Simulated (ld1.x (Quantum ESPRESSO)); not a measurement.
## What one change does to a pseudopotential (argon, ultrasoft)

argon, ultrasoft, made with ld1.x (Quantum ESPRESSO) 7.5 (PBE, scalar-relativistic). Core [Ne], reference 3s2 3p6. Waves: 3s (bound): rcut 0.85, rcutus 1.05 bohr; 3s channel at 3 Ry: rcut 0.85, rcutus 1.05 bohr; 3p (bound): rcut 0.90, rcutus 1.20 bohr; 3p channel at 2.95 Ry: rcut 0.90, rcutus 1.20 bohr; 3d channel at 0.05 Ry: rcut 1.05, rcutus 1.20 bohr; 3d channel at 2.35 Ry: rcut 1.05, rcutus 1.20 bohr. Local part: all-electron potential smoothed inside 1.00 bohr (lloc = -1). Core correction: none. Augmentation charge: built from norm-conserving waves at rcut, not smoothed further.

Change: all radii scaled by about 1.13 (s 1.18, p 1.36, d 1.36 bohr, rcut 0.96/1.02/1.18); local potential all-electron potential smoothed inside 1.14 bohr (lloc = -1).

Cutoffs: the cutoffs (Ry, on a coarse ladder) from which the occupation-weighted sum of valence levels, in a spherical-Bessel basis at the reference potential, stays within 10 and 1 mRy of its value at 400 Ry; they do not see the model core or the augmentation charge, which bear on the density cutoff. Errors are all-electron minus pseudo energies relative to the spin-unpolarised reference configuration.

Predict the effect on cutoff, ghosts and configuration errors.

The potential gets softer (35 Ry and 70 Ry → 35 Ry and 55 Ry); of the 6 tests that both files solve, the error grows in 2 and shrinks in 1 by more than 15 % and 0.3 meV (median size 9.5 → 4.8 meV); neither file shows a bound ghost. A larger radius leaves more room for a smooth pseudo-wave, so fewer plane waves are needed.

| quantity | base | changed |
| --- | --- | --- |
| cutoff, loose | 35 Ry | 35 Ry |
| cutoff, tight | 70 Ry | 55 Ry |
| loose cutoff by channel (10 mRy a level) | s 30 Ry, p 18 Ry | s 25 Ry, p 25 Ry |
| bound ghosts | none | none |
| error for 3s2 3p5, meV [ΔE 16.06 eV] | -0.6 | -0.4 |
| error for 3s2 3p4, meV [ΔE 44.72 eV] | +4.8 | +6.2 |
| error for 3s2 3p3, meV [ΔE 87.30 eV] | +30 | +35 |
| error for 3s1 3p6, meV [ΔE 30.67 eV] | +14 | +3.5 |
| error for 3s2 3p2, meV [ΔE 144.94 eV] | +101 | +112 |
| error for 3s2 3p5.5, meV [ΔE 6.55 eV] | -0.6 | -0.5 |
| lowest overlap eigenvalue by channel | s 0.49, p 0.62, d 0.95 | s 0.33, p 0.70, d 0.96 |
